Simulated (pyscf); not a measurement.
H₃C–C(=O)–CH₂–Ag, singlet

Gas-phase minimum from PySCF at ωB97X-D3(BJ)/def2-SVP, one conformer. 

```xyz
10

C     -1.2533    -1.2179    -1.0330
C     -0.3936    -0.6766     0.1040
O     -0.8803    -0.4771     1.2027
C      1.0330    -0.4064    -0.2149
Ag     2.1037    -2.1301     0.3848
H     -2.1720    -1.6580    -0.6217
H     -0.7099    -1.9594    -1.6390
H     -1.5297    -0.3841    -1.6998
H      1.2271    -0.2417    -1.2844
H      1.4319     0.4100     0.4038
```

Bond lengths (Å): C1–C2 1.525, C1–H6 1.099, C1–H7 1.101, C1–H8 1.103, C2–O3 1.218, C2–C4 1.487, C4–Ag5 2.116, C4–H9 1.099, C4–H10 1.099. Bond angles (°): C2–C1–H6 109.5, C2–C1–H7 111.8, C2–C1–H8 108.9, H6–C1–H7 110.4, H6–C1–H8 108.6, H7–C1–H8 107.5, C1–C2–O3 120.4, C1–C2–C4 116.5, O3–C2–C4 123.2, C2–C4–Ag5 106.1, C2–C4–H9 113.9, C2–C4–H10 111.3, Ag5–C4–H9 108.0, Ag5–C4–H10 105.2 (the first ones only).

Properties at ωB97X-D3(BJ)/def2-SVP:

- Harmonic wavenumbers, unscaled = 66, 100, 119, 384, 437, 535, 609, 719, 847, 948, 972, 1052, 1102, 1260, 1380, 1441, 1452, 1465, 1824, 3068, 3113, 3158, 3196, 3199 cm⁻¹
- Zero-point energy = 46.4 kcal/mol
- Rotational symmetry number = 1
- Entropy of this conformer at 298 K and 1 atm, rigid rotor and harmonic oscillator, modes under 100 cm⁻¹ raised to 100 = 346.0 J/(mol K)
- Dipole moment = 4.92 D

Single-point totals, which compare only within one level:

| level | total energy (hartree) |
|---|---|
| ωB97X-D3(BJ)/def2-TZVP | -339.72166 |
| PBE/def2-TZVP | -339.38302 |
| r²SCAN/def2-TZVP | -339.54455 |
| B3LYP-D3(BJ)/def2-TZVP | -339.67694 |
| PBE0-D3(BJ)/def2-TZVP | -339.37883 |
| M06-2X/def2-TZVP | -339.43750 |
| ωB97M-D3(BJ)/def2-TZVP | -339.65723 |

Soft torsions are taken as harmonic, which can shift the entropy by several J/(mol K). Elements past Kr carry the def2 core potentials, without spin-orbit coupling.
